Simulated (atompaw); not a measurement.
## Before and after: PAW (atompaw) potential for Mo (Z = 42)

| Quantity | Value |
| --- | --- |
| Element | molybdenum (Mo) |
| Generator | atompaw 4.2.0.5 |
| Type | PAW |
| Functional | PBE |
| Relativity | scalar-relativistic |
| Frozen core | [Kr] |
| Valence charge | 6 |
| Reference configuration | 4d5 5s1 5p0 |
| Partial waves | 5s (bound): rc 2.90 bohr; 5s channel at 0.95 Ry: rc 2.90 bohr; 5p (bound, empty): rc 3.00 bohr; 5p channel at 2.95 Ry: rc 3.00 bohr; 4d (bound): rc 3.00 bohr; 4d channel at 1.9 Ry: rc 0.50 bohr |
| Local potential | troulliermartins scheme with l = 3 at 0 Ry, radius 2.10 bohr |
| Core correction | smooth core density matched at 2.80 bohr |
| Augmentation charge | besselshape compensation charge, radius 2.25 bohr; PAW radius 3.00 bohr; waves and projectors: custom rrkj gramschmidtortho |

Change: wave 5p channel at 2.95 Ry: rc 3.00 bohr becomes 5p channel at -0.14 Ry: rc 3.00 bohr.

Cutoffs: the cutoffs (Ry, on a coarse ladder) from which the occupation-weighted sum of valence levels, in a spherical-Bessel basis at the reference potential, stays within 10 and 1 mRy of its value at 400 Ry; they do not see the model core or the augmentation charge, which bear on the density cutoff.

Problem. What does the change do?

Solution. The potential gets neither clearly harder nor softer (10 Ry and 18 Ry → 10 Ry and 18 Ry); the bound ghosts move from d, s to d, p, s; the range in which the p phases agree widens (upper end 0.2 → 3.6).

```csv
quantity,base,changed
"cutoff, loose",10 Ry,10 Ry
"cutoff, tight",18 Ry,18 Ry
bound ghosts,"s, d","s, p, d"
s: phases at 3.01 bohr within 0.05 rad from the reference energy up to (Ry; the scan ends near 5),3.4,3.4
p: phases at 3.01 bohr within 0.05 rad from the reference energy up to (Ry; the scan ends near 5),0.2,3.6
d: phases at 3.01 bohr within 0.05 rad from the reference energy up to (Ry; the scan ends near 5),to the end of the scan,to the end of the scan
lowest overlap eigenvalue by channel,"s 0.26, p 0.70, d 0.74","s 0.26, p 0.64, d 0.74"
```

 A true bound ghost makes a file unfit for plane-wave use even where its test errors are small: the radial tests pick states by their node count and pass the ghost by. The cutoffs see the waves, projectors and local potential, not the compensation charge or the core.
